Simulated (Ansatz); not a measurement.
Isolated molecules relaxed with PBE0-D4/def2-TZVP in Ansatz; ΔE leaves out vibrations. CCSD(T)/CBS is the MP2 limit (def2-TZVPP, def2-QZVPP) plus CCSD(T) − MP2 in def2-TZVPP, frozen cores. This one scheme is used for every species. def2 core potentials past Kr. For Br, In outer-core shells are correlated without core-valence functions, which leaves a few kJ/mol of doubt a bond. Scalar relativity is left out up to krypton. Each species was taken in one conformer, which may not be the lowest.

Reaction (formal hydrolysis of the In–S bond): `[F][In]([SH])[Br]` + H₂O → `[OH][In]([F])[Br]` + H₂S

```json
{"species": "`[F][In]([SH])[Br]`", "CCSD(T)/CBS(def2) energy (Eh)": "-3261.42177"}
{"species": "H₂O", "CCSD(T)/CBS(def2) energy (Eh)": "-76.37941"}
{"species": "`[OH][In]([F])[Br]`", "CCSD(T)/CBS(def2) energy (Eh)": "-2938.80145"}
{"species": "H₂S", "CCSD(T)/CBS(def2) energy (Eh)": "-398.97279"}
```

(1) Work out ΔE.

Largest T1 diagnostic among the species: 0.014.

## Answers

(1) ΔE = (-2938.80145) + (-398.97279) − (-3261.42177) − (-76.37941) = 0.02694 Eh = +16.9 kcal/mol.

From PBE to PBE0 (25 % exact exchange), in def2-TZVPP and without D4, ΔE moves by +1.6 kcal/mol. The D4 term adds +0.8 kcal/mol with B3LYP and +0.5 kcal/mol with PBE0; it sums over pairs of atoms, weighted by their polarisabilities, and B3LYP, whose exchange is more repulsive, gets the larger term. Leaving LDA and LC-ωPBE aside and taking each functional with its dispersion term where it has one, the values, not all of them listed here, spread over 3.3 kcal/mol, from BLYP-D4 to HSE06-D4. LDA lies +1.2 kcal/mol from PBE without D4.

B3LYP here is the variant with VWN-RPA as its local correlation; programs differ in this.
